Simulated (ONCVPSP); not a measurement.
An all-electron radial function and its pseudo partner (Se (Z = 34))

Columns: radius, all-electron u(r) and pseudo u(r) of the 4p shell (level -6.55 eV) of selenium in the configuration [Ar] 3d10 4s2 4p4; PBEsol, non-relativistic, ONCV scheme, ONCVPSP 4.0.1.

| r (bohr) | all-electron | pseudo |
| --- | --- | --- |
| 0.095 | 0.1885 | 0.0036 |
| 0.190 | 0.0518 | 0.0148 |
| 0.285 | -0.1735 | 0.0347 |
| 0.380 | -0.2968 | 0.0637 |
| 0.475 | -0.3025 | 0.1012 |
| 0.570 | -0.2275 | 0.1451 |
| 0.665 | -0.1104 | 0.1935 |
| 0.760 | 0.0217 | 0.2452 |
| 0.855 | 0.1525 | 0.3003 |
| 0.950 | 0.2726 | 0.3591 |
| 1.045 | 0.3780 | 0.4212 |
| 1.140 | 0.4670 | 0.4843 |
| 1.235 | 0.5399 | 0.5445 |
| 1.330 | 0.5978 | 0.5979 |
| 1.425 | 0.6419 | 0.6413 |
| 1.520 | 0.6738 | 0.6735 |
| 1.615 | 0.6950 | 0.6949 |
| 1.710 | 0.7069 | 0.7069 |
| 1.805 | 0.7111 | 0.7111 |
| 1.900 | 0.7089 | 0.7089 |
| 1.995 | 0.7012 | 0.7012 |
| 2.090 | 0.6893 | 0.6893 |
| 2.185 | 0.6740 | 0.6740 |
| 2.280 | 0.6559 | 0.6559 |
| 2.375 | 0.6358 | 0.6358 |
| 2.470 | 0.6143 | 0.6143 |

How many radial nodes do the two functions have?

The all-electron 4p function has n − l − 1 = 2; the pseudo-wave has 0, since the states of the same l below it are removed with the core.

At about which radius was the pseudo-wave matched?

1.90 bohr. The columns agree to 0.0005 from 1.52 bohr on; several derivatives are matched, so the curves merge somewhat inside the radius.

Is the pseudo-wave norm-conserving?

Yes: the ONCV scheme keeps the norm inside the radius equal to the all-electron one, which fixes the energy derivative of the logarithmic derivative at the level.
